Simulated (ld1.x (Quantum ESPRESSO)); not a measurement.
Results of a calculation; reference values are marked as such.
Potentials for gallium compared

Generated with ld1.x 7.5 (TM, RRKJ, ultrasoft, PAW), atompaw 4.2 or ONCVPSP 4.0.1. The cutoff is in Ry: for ld1.x and atompaw files where the sum of valence levels is converged to 10 mRy in a Bessel basis, for ONCV files where the hardest occupied wave has 1 mHa per electron of residual kinetic energy. The error is the largest all-electron minus pseudo excitation energy over each file’s own four to seven test configurations (ionisations up to +4, promotions, holes and added fractions of an electron), all of which were solved. The labels leave out finer settings (local radius, basis sizes, second energies), which also bear on the numbers. Spin-polarised tests are not counted. The rows are a selection from randomly drawn settings: files with unsolved tests, undetermined cutoffs or missed reference levels are left out.

A true bound ghost makes a file unfit for plane-wave use even where its test errors are small: the radial tests pick states by their node count and pass the ghost by.

```csv
potential,cutoff (Ry),largest error (meV),bound ghosts
"PAW, PBE, scalar-relativistic, rc 2.10/2.10/1.00 (spd), local smoothed, core correction yes, reference 3d10 4s2 4p0.5",160,-315,s
"TM, LDA (PZ), scalar-relativistic, rc 2.05/2.15/1.00 (spd), local smoothed, core correction no, reference 3d10 4s2 4p0",260,-137,s
"TM, PBE, scalar-relativistic, rc 1.55/1.95/1.95 (spd), local smoothed, core correction yes, reference 4s2 4p0",18,-97,d
```

Problem. Fill in the row for Ga: RRKJ, PBE, scalar-relativistic, rc 1.65/1.90/1.20/1.95 (spdf), local s, core correction yes, reference 3d10 4s1.5 4p0.

Solution. cutoff 160 Ry, largest error -657 meV, bound ghosts: none.

Problem. Fill in the row for Ga: ultrasoft, PBE, fully relativistic, rc 1.80/1.95/1.90 (spd), local smoothed, core correction no, reference 4s2 4p1.

Solution. cutoff 8 Ry, largest error +112 meV, bound ghosts: d3/2, d5/2.

Problem. Fill in the row for Ga: TM, LDA (PZ), scalar-relativistic, rc 1.50/1.70/1.75 (spd), local s, core correction no, reference 4s2 4p1.

Solution. cutoff 30 Ry, largest error +127 meV, bound ghosts: d.
